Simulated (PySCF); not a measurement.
PBE on Cu⁻ (copper, charge -1), [Ar] 3d10 4s2, closed-shell 1S. All numbers are calculated (PySCF 2.14, a scalar-relativistic core potential, in aug-cc-pwCVDZ-PP with ECP10MDF).

```
cycle= 1 E= -197.241798795075  delta_E= 0.0579  |g|= 0.771  |ddm|= 0.793
cycle= 2 E= -196.49806030291  delta_E= 0.744  |g|= 2.35  |ddm|= 1.96
cycle= 3 E= -197.329521232462  delta_E= -0.831  |g|= 0.283  |ddm|= 1.49
cycle= 4 E= -197.345046304581  delta_E= -0.0155  |g|= 0.0655  |ddm|= 0.246
cycle= 5 E= -197.346297582283  delta_E= -0.00125  |g|= 0.00784  |ddm|= 0.104
cycle= 6 E= -197.346339473433  delta_E= -4.19e-05  |g|= 0.00023  |ddm|= 0.0216
cycle= 7 E= -197.346339488376  delta_E= -1.49e-08  |g|= 1.68e-05  |ddm|= 0.00057
cycle= 8 E= -197.346339488645  delta_E= -2.69e-10  |g|= 2.26e-07  |ddm|= 6.81e-05
converged SCF energy = -197.346339488645  <S^2> = -7.1054274e-15  2S+1 = 1
```

Highest occupied orbital energy: 1.396 eV; ⟨L²⟩ = 0.00; populations by l: s 4.00, p 6.00, d 10.00, f 0.00.

(1) Can this result be used?

## Answers

(1) With care. Self-consistency was reached. Energies and moments cover only the electrons outside the core potential. At PBE the highest occupied level has a positive energy, so only the finite basis holds that electron; in a semilocal or global hybrid functional this comes from self-interaction and does not mean that the real anion is unbound.
